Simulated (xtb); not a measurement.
3-methylidenepent-1-en-4-yne (C₆H₆), SMILES C#CC(=C)C=C. All values are semi-empirical tight-binding results from xtb (GFN2-xTB unless named), good for trends rather than for accurate numbers. Geometry: GFN2-xTB. The values are those of a single conformer.

Optimised geometry:

Bond lengths (Å): C1–C2 1.200, C1–H7 1.049, C2–C3 1.421, C3–C4 1.339, C3–C5 1.459, C4–H8 1.076, C4–H9 1.077, C5–C6 1.327, C5–H10 1.083, C6–H11 1.077, C6–H12 1.078. Angles (°): C2–C1–H7 179.6, C1–C2–C3 179.6, C2–C3–C4 120.2, C2–C3–C5 117.8, C4–C3–C5 122.0, C3–C4–H8 121.7, C3–C4–H9 121.3, H8–C4–H9 117.0, C3–C5–C6 124.5, C3–C5–H10 114.9, C6–C5–H10 120.6, C5–C6–H11 121.8, C5–C6–H12 121.5, H11–C6–H12 116.7.
Charge 0, spin multiplicity 1.

```json
{
  "point_group_as_xtb_finds_it": "Cs",
  "orbital_gap": "3.44 eV",
  "dipole_moment": "0.18 D",
  "zero_point_energy": "57.6 kcal/mol",
  "G − E(el) at 298.15 K (modified RRHO)": "38.7 kcal/mol",
  "static polarisability (D4 model)": "68.3 bohr³",
  "solvation energy, GFN2-xTB/ALPB(water)": "-1.2 kcal/mol",
  "solvation energy, GFN2-xTB/ALPB(toluene)": "-4.8 kcal/mol"
}
```

Computed IR lines (harmonic; lines under 4 % of the strongest left out, lines within 3 cm⁻¹ merged):
ν (cm⁻¹): 438 (w), 536 (w), 601 (m), 676 (m), 713 (m), 875 (s), 895 (w), 1013 (m), 1022 (w), 1281 (w), 1632 (w), 3056 (s), 3103 (s), 3131 (vs), 3137 (vs), 3393 (w) (against the strongest line: vs over 80 %, s over 45 %, m over 15 %, w over 4 %, vw less)

Q: Give the atomic charges and the Wiberg bond orders between heavy atoms. (The exact figures need the calculation; the answer reports its results.)

A: charges (e) C1 -0.10, C2 -0.02, C3 0.04, C4 -0.09, C5 -0.02, C6 -0.08, H7 0.07, H8 0.04, H9 0.04, H10 0.03, H11 0.04, H12 0.04. Bond orders C1–C2 2.84, C2–C3 1.09, C3–C4 1.78, C3–C5 1.07, C5–C6 1.90.
